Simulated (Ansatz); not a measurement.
A nudged elastic band was laid between two geometries of H$_{3}$OSeSi (6 atoms, charge -1, multiplicity 1).

All numbers below come from RKS PBE0/def2-SVP in Ansatz.

```json
{"movable images": "7", "climbing image": "yes", "spring": "5.0 eV/Å²", "optimiser": "quadratic models (default)", "start path": "through a guess of the saddle point", "force threshold": "0.05 eV/Å", "iteration limit": "60", "end points": "relaxed"}
```

Image 0:

```xyz
6
Properties=species:S:1:pos:R:3
O -1.195 -1.407 -0.466
Si -0.551 0.014 -0.382
Se 1.021 0.421 1.401
H 0.273 0.483 -1.576
H -1.415 1.226 -0.044
H 1.867 -0.737 1.067
```

Image 8:

```xyz
6
Properties=species:S:1:pos:R:3
O -1.630 -1.259 -0.602
Si -0.570 -0.131 -0.396
Se 1.052 -0.665 1.310
H 0.366 0.229 -1.549
H -1.033 1.240 0.093
H 1.816 0.586 1.145
```

Problem. What changes between the two ends?

Solution. No bond is made or broken. The dihedral H4–Si2–Se3–H6 goes from -75 to 51°.

Problem. What energy profile does the band end with?

Solution. The run converged. The highest image is number 5 of 0 to 8, 1.4 kcal/mol above the first end and 0.4 kcal/mol above the last; the last end lies 1.0 kcal/mol above the first. A vibrational analysis at the climbing image gives one clearly imaginary mode, 140i cm⁻¹: a first-order saddle point. Limits of this set-up: an anion without diffuse functions, the dipole of an ion depends on the origin.

```json
{"image": "0", "path coordinate (Å)": "0.00", "energy (kcal/mol)": "0.0", "dihedral H4–Si2–Se3–H6 (°)": "-75"}
{"image": "1", "path coordinate (Å)": "0.27", "energy (kcal/mol)": "0.1", "dihedral H4–Si2–Se3–H6 (°)": "-60"}
{"image": "2", "path coordinate (Å)": "0.53", "energy (kcal/mol)": "0.5", "dihedral H4–Si2–Se3–H6 (°)": "-46"}
{"image": "3", "path coordinate (Å)": "0.80", "energy (kcal/mol)": "0.9", "dihedral H4–Si2–Se3–H6 (°)": "-30"}
{"image": "4", "path coordinate (Å)": "1.06", "energy (kcal/mol)": "1.3", "dihedral H4–Si2–Se3–H6 (°)": "-15"}
{"image": "5", "path coordinate (Å)": "1.33", "energy (kcal/mol)": "1.4", "dihedral H4–Si2–Se3–H6 (°)": "1"}
{"image": "6", "path coordinate (Å)": "1.63", "energy (kcal/mol)": "1.3", "dihedral H4–Si2–Se3–H6 (°)": "18"}
{"image": "7", "path coordinate (Å)": "1.93", "energy (kcal/mol)": "1.1", "dihedral H4–Si2–Se3–H6 (°)": "35"}
{"image": "8", "path coordinate (Å)": "2.24", "energy (kcal/mol)": "1.0", "dihedral H4–Si2–Se3–H6 (°)": "51"}
```

Problem. What is the geometry of the highest image?

Solution. 
```xyz
6
Properties=species:S:1:pos:R:3
O -1.563 -1.301 -0.547
Si -0.608 -0.081 -0.345
Se 0.870 -0.203 1.578
H 0.463 0.219 -1.391
H -1.244 1.280 -0.089
H 2.081 0.087 0.794
```

Problem. What are the harmonic wavenumbers there?

Solution. 140i, 202, 332, 510, 634, 752, 876, 978, 1145, 2006, 2055, 2443 cm⁻¹.

The band took 8 iterations and about 2.7 core-minutes.

The run took 2.7 min on 1 thread of Arm Neoverse V2, with other jobs on the host, peak memory 0.26 GiB.
